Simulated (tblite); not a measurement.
C₅H₅N₂Si (doublet state).
Geometry (GFN2-xTB, Å), atoms numbered from 1 in this order:
```
atom  x, y, z in Å
N1    -3.7682   -0.0645    1.1477
C2    -2.8578   -0.2843    0.4888
Si3   -1.3810   -0.6594   -0.5889
C4     0.1112    0.0039    0.3798
C5     0.5955    1.3479    0.1432
C6     1.3901    0.2566   -0.4423
C7     2.6476   -0.0567    0.1378
N8     3.6508   -0.3028    0.6343
H9    -1.2879   -2.1120   -0.7401
H10   -1.5383    0.0645   -1.8495
H11    0.2209   -0.4102    1.3815
H12    0.8657    2.1440    0.8021
H13    1.3471    0.0735   -1.5122
```

All values are computed: GFN2-xTB (tblite) harmonic vibrations without scaling, gas phase. Errors from tens to a few hundred cm⁻¹ against measured bands are possible. Modes of hydrogen on silicon can be 10 to 20 % off. One conformer, not necessarily the lowest. Open shells enter through the occupations alone, without spin polarisation, and single modes of such species can be off by tens of per cent.

Harmonic wavenumbers (cm⁻¹): 26.4, 64.0, 104.6, 164.1, 221.1, 257.3, 263.1, 329.7, 483.1, 492.5, 508.9, 556.2, 617.4, 625.7, 705.0, 745.5, 752.0, 868.2, 914.0, 950.6, 970.0, 1022.6, 1076.8, 1149.9, 1223.9, 1407.8, 2275.6, 2285.4, 2352.9, 2378.4, 2942.0, 2990.9, 3167.1.

A = 5551, B = 732.7, C = 709.5 MHz; mass 121.022 u (most abundant isotopes); point group C1, symmetry number 1; spin multiplicity 2.

Problem. What is the zero-point energy?

Solution. Half the sum of the wavenumbers: 17446 cm⁻¹ = 49.88 kcal/mol.

Problem. Give the ideal-gas entropy at 200 K and 1 bar in the rigid-rotor, harmonic-oscillator model (classical rotation).

Solution. Translation 38.33, rotation 27.91, vibration 18.69, spin (R ln 2) 1.38: S = 86.3 cal/(mol K).

Problem. And Cp and H(200 K) − H(0)?

Solution. Cp = 26.74 cal/(mol K), of which vibrations give 18.79 (their classical limit is 33 R = 65.6); H(200 K) − H(0) = 3.51 kcal/mol without the zero-point energy, 1.92 from vibrations.

Problem. How do the functions run with temperature in this model?

Solution. 
```tsv
T (K)	S (cal/(mol K))	Cp (cal/(mol K))	H − H(0) (kcal/mol)	G − H(0) (kcal/mol)	ln q(vib)
50	60.8	13.0	0.52	-2.52	0.87
100	71.3	17.7	1.29	-5.84	2.11
298.15	98.6	34.9	6.55	-22.83	6.92
373.15	107.0	40.0	9.37	-30.55	8.67
500	119.6	46.5	14.88	-44.94	11.53
750	140.2	54.8	27.64	-77.52	16.70
1000	156.8	60.1	42.05	-114.71	21.26
```

q(vib) and H(0) count from the zero-point level.

Problem. Blend soft modes into free rotors: weight 1/[1 + (100 cm⁻¹/ν̃)⁴] for the oscillator and the rest for a rotor with moment μB/(μ + B), μ = h/(8π²ν), B = 10⁻⁴⁴ kg m². What vibrational entropy results?

Solution. 16.63 cal/(mol K) in place of 18.69, which changes −T·S at 200 K by +0.41 kcal/mol.

Problem. What must be added to the electronic energy to get the Gibbs energy at 200 K and 1 bar?

Solution. ZPE + [H(200 K) − H(0)] − T·S = 49.88 + 3.51 − 17.26 = 36.13 kcal/mol.

Hindered rotation and anharmonicity are outside this model. Other conformers, if any are populated, would add a mixing term that is left out. The structure is chiral; the term R ln 2 for an equal mix with its mirror image is left out.

Hardware: Arm Neoverse V2, one thread, on a shared host. Cost: 0.34 s wall. The figure is for the frequency step alone.
